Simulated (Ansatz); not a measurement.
BF₂H₄NSi (`BN[SiH](F)F`). Charge 0, multiplicity 1.

```xyz
9

B    -0.676    1.054   -0.930
N    -0.661    0.007    0.006
Si    0.759   -0.722    0.629
F     0.815   -0.551    2.203
F     0.714   -2.287    0.380
H    -1.721    1.500   -1.303
H     0.367    1.478   -1.335
H    -1.554   -0.336    0.335
H     1.957   -0.142    0.015
```

(1) Give the diagnostics of a CCSD(T)/def2-TZVPP run (frozen core, the Gaussian-basis code of Ansatz). (Best estimate.)

Results:

(1) The calculation gave: T1 = 0.0122, largest single amplitude 0.030, largest double 0.034, (T) share of the correlation energy 3.1 %, 9 CCSD cycles. The RHF solution is stable towards an unrestricted one. T1 lies under the customary mark of 0.02 for closed shells.
